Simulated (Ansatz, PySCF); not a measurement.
CH5F3Si2, SMILES C[Si@H](F)[SiH](F)F. Atoms are numbered in the order given.

```xyz
11

C     -2.1877     0.8370    -0.7070
Si    -0.9628    -0.5340    -0.4079
F     -1.5581    -1.5669     0.7106
Si     1.0414     0.3255     0.4489
F      1.4793     1.5379    -0.5386
F      2.2164    -0.7869     0.3800
H     -3.1284     0.4408    -1.1191
H     -2.4183     1.3780     0.2233
H     -1.7698     1.5569    -1.4290
H     -0.6968    -1.3104    -1.6536
H      1.0089     0.8627     1.8354
```
Charge 0, spin multiplicity 1.

The structure is a stationary point at PBE0-D3(BJ)/def2-SVP. The structure was generated by enumeration; whether it is a known compound was not checked. Other conformers were not sampled.

Two levels are set side by side: PBE-D3(BJ)/def2-SVP (Ansatz, an electronic-structure program) and PBE0-D3(BJ)/def2-SVP (Ansatz). Each level has its own optimised geometry; the coordinates shown are those of the second. Frequencies come from the Hessian of PySCF at each geometry. Differences are taken from unrounded values.

| quantity | PBE0-D3(BJ) | PBE-D3(BJ) | PBE-D3(BJ) minus PBE0-D3(BJ) |
|---|---|---|---|
| mean bond length (Å) | 1.537 | 1.548 | 0.012 |
| bond C1–Si2 (Å) | 1.863 | 1.875 | 0.012 |
| bond Si2–F3 (Å) | 1.635 | 1.650 | 0.015 |
| bond Si2–Si4 (Å) | 2.343 | 2.353 | 0.010 |
| bond Si4–F5 (Å) | 1.624 | 1.640 | 0.016 |
| bond Si4–F6 (Å) | 1.619 | 1.635 | 0.016 |
| bond C1–H7 (Å) | 1.101 | 1.109 | 0.008 |
| bond C1–H8 (Å) | 1.101 | 1.108 | 0.008 |
| bond C1–H9 (Å) | 1.102 | 1.110 | 0.008 |
| bond Si2–H10 (Å) | 1.492 | 1.504 | 0.012 |
| bond Si4–H11 (Å) | 1.487 | 1.501 | 0.014 |
| highest harmonic wavenumber (cm⁻¹) | 3172 | 3085 | -87 |
| mean harmonic wavenumber (cm⁻¹) | 1039 | 1005 | -35 |
| zero-point energy (kcal/mol) | 40.12 | 38.79 | -1.33 |

GGA bonds tend to be longer and softer than those of functionals with exact exchange. Differences between two approximate levels are no errors against the true value.
